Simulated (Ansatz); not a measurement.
Input file for Ansatz (an electronic-structure program): U-r2SCAN/def2-TZVPP on GaAs, 2S+1 = 3, a spin state set in the input, which need not be the lowest, a point of a bond scan (R = 2.337 Å).

Ansatz 0.2 input:
```yaml
crystal:
  periodic: [false, false, false]
  atoms:
    - {symbol: Ga, position_ang: [0.00000000, 0.00000000, 0.00000000]}
    - {symbol: As, position_ang: [0.00000000, 0.00000000, 2.33671500]}
basis:
  gaussian:
    orbitals: def2-TZVPP
    pivot_positions_ang: [[0.00000000, 0.00000000, 0.00000000], [0.00000000, 0.00000000, 2.33671500]]
hamiltonian:
  xc: {name: r2SCAN}
magnetization: {spin_polarized: true, initial_magnetization: 2}
output: {forces: true, orbitals: {seedname: ./end}}
```

Output:

```
WARN ansatz: RAYON_NUM_THREADS=1 ignored (pool sized by the plan → 1); use --threads N
Functional definition: r2SCAN
integrals: 0.03 GiB planned
741 factors; their error is unknown
mean field: 0.31 GiB planned
mean field evaluation 1: about -113215.9690 eV, gradient 1.8e1 eV
mean field evaluation 2: about -113200.4050 eV, gradient 4.8e1 eV
mean field evaluation 4: about -113217.4292 eV, gradient 2.7e0 eV
mean field evaluation 8: about -113217.4843 eV, gradient 7.6e-2 eV
mean field evaluation 16: about -113217.4708 eV, gradient 4.7e-4 eV
mean field evaluation 32: about -113217.2958 eV, gradient 5.2e-2 eV
mean field evaluation 64: about -113217.2591 eV, gradient 3.6e0 eV
mean field -113217.47079162 eV, -4160.6653100341 hartree, gradient 3.8e-6 eV, S^2 2.018993; 8 other end points of the search recorded, 0 dependent functions left out
the calculation of the forces begins
reference -113217.47080205 eV, -4160.6653104175 hartree; 33, 31 occupied and 63, 65 virtual orbitals, 741 factors
Total energy: -113217.47080205 eV, -4160.6653104175 hartree
Atom 0 at     0.000000     0.000000     0.000000 Å, force     0.000000    -0.000000     0.242262 eV/Å
Atom 1 at     0.000000     0.000000     2.336715 Å, force    -0.000000     0.000000    -0.242262 eV/Å
Dipole moment:     0.000000    -0.000000    -0.388922 e Å
```

Self-consistency was reached.

Cost: around 17 core-seconds (rough).
